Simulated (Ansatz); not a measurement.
A run for Ansatz (an electronic-structure program): R-wB97M-V/def2-TZVPP on H2OSi (SMILES O=[SiH2]).

Ansatz 0.2 input:
```yaml
crystal:
  periodic: [false, false, false]
  atoms:
    - {symbol: O, position_ang: [1.27473657, -0.46003416, 0.43079262]}
    - {symbol: Si, position_ang: [0.02840106, -0.01025721, -0.31292646]}
    - {symbol: H, position_ang: [-1.09483418, -0.90783367, -0.66705205]}
    - {symbol: H, position_ang: [-0.20830345, 1.37812503, -0.77023665]}
basis:
  gaussian:
    orbitals: def2-TZVPP
hamiltonian:
  xc: {name: wB97M-V}
scf: {lower_state_search: off}
```

Program output:

```
WARN ansatz: RAYON_NUM_THREADS=2 ignored (pool sized by the plan → 2); use --threads N
Functional definition: wB97M-V
these checks for a lower state are left out or cut short: stability, starts, cluster_reference, orbital_swaps, neighbouring_geometries, increment
integrals: 0.03 GiB planned
560 factors; their error is unknown
integrals: 0.07 GiB planned
121 factors; integrals over basis functions are off by at most 1.5e-5 eV
mean field: 0.33 GiB planned
mean field evaluation 1: about -9950.0810 eV, gradient 6.0e1 eV
mean field evaluation 2: about -9932.7633 eV, gradient 1.1e2 eV
mean field evaluation 4: about -9956.6685 eV, gradient 1.0e0 eV
mean field evaluation 8: about -9956.6799 eV, gradient 2.1e-2 eV
mean field evaluation 16: about -9956.6799 eV, gradient 6.4e-6 eV
mean field -9956.67993895 eV, -365.9012388764 hartree, gradient 6.4e-6 eV, S^2 0.000000; 0 other end points of the search recorded, 0 dependent functions left out
reference -9956.67997730 eV, -365.9012402855 hartree; 12, 12 occupied and 89, 89 virtual orbitals, 560 factors
Total energy: -9956.67997730 eV, -365.9012402855 hartree
Checks for a lower state left out: stability, starts, cluster_reference, orbital_swaps, neighbouring_geometries, increment
```

The run converged.

Cost: roughly 1.7 core-seconds.
